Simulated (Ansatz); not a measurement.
The pair A = C2H6O (SMILES COC) (first 9 atoms), B = HI (SMILES I); geometry from B3LYP-D3(BJ)/def2-TZVP.
(charge 0, multiplicity 1):
```xyz
11

C      0.769    -0.820     0.068
O      0.327     0.264     0.871
C     -0.990     0.686     0.551
H      0.794    -0.531    -0.988
H      0.115    -1.691     0.187
H      1.774    -1.076     0.397
H     -1.039     1.039    -0.485
H     -1.238     1.504     1.225
H     -1.709    -0.128     0.688
I     -0.006    -1.132     4.000
H      0.250    -0.369     2.560
```

Cores are frozen in the correlated methods. Filled d and f shells under p-block atoms count as core. MP2 and its Hartree–Fock in def2-QZVPPD, def2-TZVPPD are density fitted.

Programs: Ansatz (Gaussian orbitals). Each number belongs to the level named beside it. In def2 rows elements past Kr take small-core potentials, without spin–orbit coupling.

The counterpoise-corrected interaction energy is E(AB) − E(A in the pair's basis) − E(B in the pair's basis). Total energies (hartree):

```tsv
level	AB	A in the pair's basis	B in the pair's basis
HF/def2-TZVPPD	-451.3743516	-154.1325912	-297.2419310
MP2/def2-TZVPPD	-452.1351482	-154.7328286	-297.3936505
HF/def2-QZVPPD	-451.3823675	-154.1395531	-297.2430461
MP2/def2-QZVPPD	-452.2014254	-154.7788283	-297.4130722
MP2/def2-SVPD	-451.8201864	-154.4635044	-297.3486786
CCSD(T)/def2-SVPD	-451.8905136	-154.5168345	-297.3678615
```

Q: Work out the counterpoise-corrected interaction energy at the basis-set limit: extrapolate the MP2 correlation part as X⁻³, take Hartree–Fock from the larger set, and add the CCSD(T) − MP2 difference of def2-SVPD.

A: 
1. Differences (1 hartree = 627.509 kcal/mol): HF/def2-TZVPPD 0.107; MP2/def2-TZVPPD -5.440; HF/def2-QZVPPD 0.145; MP2/def2-QZVPPD -5.977; MP2/def2-SVPD -5.022; CCSD(T)/def2-SVPD -3.651.
2. Correlation parts, MP2 less HF: -5.547 in def2-TZVPPD (X = 3), -6.122 in def2-QZVPPD (X = 4).
3. Limit (4³·(-6.122) − 3³·(-5.547))/(4³ − 3³) = -6.542; with HF/def2-QZVPPD it gives -6.397.
4. CCSD(T) less MP2 in def2-SVPD: 1.372.
Result: -5.03 kcal/mol, against -5.44 at MP2/def2-TZVPPD. It is an estimate of this method's limit, not of the exact value.

Ansatz is a quantum-chemistry and plane-wave program.
